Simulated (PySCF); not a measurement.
# Structure revision by computed shifts

A compound C5H9NO2Si gives the data below (simulated from a calculation) and was assigned the structure `COCc1cnoc1[SiH3]`.

¹³C{¹H} NMR (computed): δ 161.5 (C), 158.2 (CH), 147.9 (CH), 97.5 (CH2), 73.3 (CH).

¹H NMR (500 MHz, computed): δ 7.47 (m, 1H), 6.63 (m, 1H), 5.44 (m, 1H), 4.64 (m, 1H), 4.63 (m, 1H), 4.54 (m, 1H), 0.78 (br s, 2H), 0.69 (br s, 1H).

[PySCF 2.14: shielding tensors at PBE0/pcSseg-1 (GIAO); geometry: GFN2-xTB; one conformer; in vacuum; no relativistic terms; averaged over atoms made equivalent by symmetry, fast rotation or ring inversion]

Shifts are taken against calculated references (same method and geometry level): ¹H and ¹³C against TMS.

(1) Compare with the shifts computed for the proposed structure, pairing carbons in order of shift.

(2) Which isomer fits?

Results:

(1) Atoms are numbered as in `[CH3:1][O:2][CH2:3][c:4]1[cH:5][n:6][o:7][c:8]1[SiH3:9]`; H(Xn) means a hydrogen on atom n.

```csv
atom,computed for proposal,given list,difference
C8,173.0,161.5,+11.5
C5,148.8,158.2,-9.4
C4,135.2,147.9,-12.7
C3,70.9,97.5,-26.6
C1,60.1,73.3,-13.2
```

The rms difference is 15.9 ppm and the largest -26.6 ppm at C3 (sp3 CH2 bonded to O, on an aromatic ring). The carbon types in order of shift don't match either: C, CH, C, CH2, CH3 for the proposal against C, CH, CH, CH2, CH in the data. The proposal doesn't fit.

(2) SMILES O1C(=C)[C@@H](O)C=C[Si@@H]1N.

Carbon types of the structure: 1 × C, 3 × CH, 1 × CH2, leaving 4 H on heteroatoms. δC 161.5: alkene carbon bearing oxygen; an sp2 carbon further deshielded by the attached heteroatom. δC 158.2, 147.9: alkene CH; an sp2 carbon of a C=C bond. δC 97.5: β carbon of an enol-ether or enamine type C=C; the O or N lone pair pushes π density onto this β carbon and shields it. δC 73.3: allylic sp3 CH bonded to O; the inductive effect lowers its shielding.

Other isomers checked: C=CO[SiH2]CC(=O)N=C (rms 20.9 ppm).

This is the structure that produced the data.

OH/NH shifts are gas-phase values; hydrogen bonding in solution moves them, usually downfield. Shifts are as computed. Against solution values, carbons near 30 ppm lie about +3 ppm off and those near 130 ppm about +5 ppm. Of 1211 compounds with measured shifts, 218 miss one by over three times the rms of a fit or turn the order of signals round; such compounds aren't used in these exercises. Multiplicities follow the n + 1 count of equivalent neighbours, as no J values were calculated; m marks all less simple cases, F and P coupling included.
